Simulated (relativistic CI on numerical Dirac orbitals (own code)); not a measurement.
W⁶⁺: L2,3 absorption edge

Computed with this model: Dirac-Coulomb-Breit CI, separate exchange-only KLI orbitals for each configuration, model QED, valence Slater integrals scaled by 0.7, multiplet model of core-to-valence dipole absorption; configurations [Xe] 4f14 → [He] 2s2 2p5 3s2 3p6 3d10 4s2 4p6 4d10 4f14 5s2 5p6 5d; 10 K; Lorentzian 5 eV and Gaussian 1 eV FWHM. Energies are those of the free ion, without screening or charge transfer. The branching ratio is the share of the lower-energy edge in the whole absorption, uncertain by about 0.02 where the edges overlap. S is read from ⟨S²⟩ = S(S + 1).

Field parameters in Wybourne normalisation: D3d B²₀ = −7Dσ, B⁴₀ = −14Dq − 21Dτ, B⁴₃ = −14√(10/7) Dq. The field is a parameter set, without covalency.

Computed curve for free ion, scaled to 100 at the maximum (points under 2 are left out and the grid is thinned):

Energy (eV), Intensity and a bar:
```
  10195.0        2.1 
  10196.0        2.3 
  10197.0        2.6 
  10198.0        3.0 
  10199.0        3.4 
  10200.0        3.9 #
  10201.0        4.6 #
  10202.0        5.5 #
  10203.0        6.6 #
  10204.0        8.1 ##
  10205.0       10.2 ##
  10206.0       13.1 ###
  10207.0       17.4 #####
  10208.0       23.9 #######
  10209.0       34.0 ##########
  10209.5       41.1 ############
  10210.5       60.3 ##################
  10211.5       84.2 #########################
  10212.5      100.0 ##############################
  10213.5       92.0 ############################
  10214.5       68.4 ####################
  10215.5       46.6 ##############
  10216.5       31.7 #########
  10217.5       22.4 ######
  10218.5       16.4 ####
  10219.5       12.4 ###
  10220.5        9.7 ##
  10221.5        7.8 ##
  10222.5        6.4 #
  10223.5        5.3 #
  10224.5        4.5 #
  10225.5        3.8 #
  10226.5        3.3 
  10227.5        2.9 
  10228.5        2.5 
  10229.5        2.3 
  10230.5        2.0 
  11539.5        2.3 
  11540.5        2.8 
  11541.5        3.5 
  11542.5        4.4 #
  11543.5        5.6 #
  11544.5        7.5 ##
  11545.5       10.4 ###
  11546.5       15.0 ####
  11547.0       18.2 #####
  11548.0       26.8 ########
  11549.0       36.9 ###########
  11550.0       41.6 ############
  11551.0       35.9 ##########
  11552.0       25.7 #######
  11553.0       17.4 #####
  11554.0       11.9 ###
  11555.0        8.5 ##
  11556.0        6.3 #
  11557.0        4.8 #
  11558.0        3.8 #
  11559.0        3.0 
  11560.0        2.5 
  11561.0        2.1
```

The ground state has S = 0.00, and the centroid lies at 10601.22 eV.
